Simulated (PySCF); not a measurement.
Si(F)2 anion (F2Si), SMILES F[Si]F (connectivity only; charge and spin as stated), charge -1, multiplicity 2. Atoms are numbered in the order given.

```xyz
3

Si     0.0000     0.0000     0.6380
F      0.0000     1.2832    -0.4962
F      0.0000    -1.2832    -0.4962
```
Charge -1, spin multiplicity 2.

Geometry: PBE-D3(BJ)/def2-TZVPD. The spin state was assumed, not searched. The isomer is the one that the SMILES or the coordinates give; other isomers of the formula were not compared.

The numbers are results of PBE/def2-TZVPD run with PySCF, not measurements.

 A positive occupied level means that this level leaves the electron formally unbound; only the finite basis holds it.

```
Item                                                                Value
------------------------------------------------  -----------------------
total energy                                           -489.05491 hartree
point group                                                           C2v
α spin, highest occupied and lowest empty level          2.48 and 4.12 eV
β spin, highest occupied and lowest empty level         -0.62 and 3.74 eV
dipole moment about the centre of nuclear charge                   1.60 D
mean static polarisability                          70.4 bohr³ (10.43 Å³)
polarisability, principal values                   58.8, 59.1, 93.2 bohr³
⟨S²⟩                                              0.757 (pure state 0.75)
```
